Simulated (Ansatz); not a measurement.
Calculated with Ansatz (gas phase, PBE0-D4/def2-TZVP geometries, no zero-point term in ΔE). CCSD(T)/CBS adds triple-zeta CCSD(T) − MP2 to the extrapolated MP2 energy (def2 sets, frozen cores). DFT in def2-TZVPP. B3LYP here is the variant with VWN-RPA as its local correlation; programs differ in this. For Se outer-core shells are correlated without core-valence functions, which leaves a few kJ/mol of doubt a bond. Scalar relativity is left out up to krypton. Each species was taken in one conformer, which may not be the lowest.

Consider the ligand exchange at a B–N bond: `CNB(Cl)Cl` + `C[SeH]` → `C[Se]B(Cl)Cl` + CH₃NH₂.

`CNB(Cl)Cl`:

Cartesian coordinates in Å:
```
C 0.750 -0.907 0.278
N -0.464 -0.214 -0.085
B -0.652 1.143 -0.280
Cl 0.663 2.301 -0.096
Cl -2.254 1.739 -0.726
H 1.048 -1.615 -0.501
H 1.554 -0.185 0.410
H 0.623 -1.456 1.214
H -1.269 -0.806 -0.213
```

`C[SeH]`:

```xyz
6

C    -0.156   -0.246    0.462
Se    0.093   -0.102   -1.465
H     0.802   -0.203    0.976
H    -0.613   -1.219    0.634
H    -0.824    0.534    0.821
H     0.697    1.235   -1.427
```

`C[Se]B(Cl)Cl`:

Z-matrix (Å, degrees):
```
C
Se 1 1.948
H 1 1.087 2 109.8
H 1 1.087 2 109.8 3 -121.7
H 1 1.088 2 106.3 3 119.1
B 2 1.916 1 101.1 3 61.0
Cl 6 1.748 2 117.6 1 -180.0
Cl 6 1.748 2 122.9 1 0.0
```

CH₃NH₂:

Cartesian coordinates in Å:
```
C -0.243 0.457 0.234
N 0.640 -0.613 -0.196
H -1.263 0.419 -0.174
H 0.191 1.420 -0.046
H -0.320 0.447 1.324
H 0.734 -0.615 -1.204
H 0.261 -1.515 0.063
```

```csv
level,ΔE (kJ/mol),difference from CCSD(T)/CBS
LDA (SPW92),69.2,8.6
r2SCAN-D4,61.8,1.2
B97M-V,63.7,3.1
B3LYP-D4,67.2,6.6
r2SCANh-D4,63.2,2.6
r2SCAN0-D4,65.2,4.6
ωB97M-V,69.2,8.6
B2PLYP,66.9,6.3
r2SCAN,62.1,1.5
r2SCANh,63.6,3.0
r2SCAN0,65.7,5.1
BHLYP,76.8,16.2
CAM-B3LYP,77.9,17.3
LC-ωPBE,71.8,11.2
RPA@PBE/def2-TZVPP,61.4,0.8
HF/def2-SVP,92.1,31.5
CCSD(T)/CBS,60.6,0
```

Q: What do rigid-rotor, harmonic-oscillator terms from PBE0-D4/def2-TZVP frequencies (298.15 K, 1 bar) make of the CCSD(T)/CBS value? (An estimate is asked.)

A: Ansatz gave: ΔZPE = +4.8 kJ/mol, ΔH = +66.6 kJ/mol, ΔS = 1 J/(mol·K), ΔG = +66.3 kJ/mol.

Largest T1 diagnostic among the species: 0.011.

From PBE to PBE0 (25 % exact exchange), in def2-TZVPP and without D4, ΔE moves by +4.7 kJ/mol. At CCSD(T), def2-SVP lies +17.5 kJ/mol from the extrapolated value and def2-TZVPP +3.1 kJ/mol. The D4 term adds −4.1 kJ/mol with B3LYP and −2.0 kJ/mol with PBE0; it sums over pairs of atoms, weighted by their polarisabilities, and B3LYP, whose exchange is more repulsive, gets the larger term.
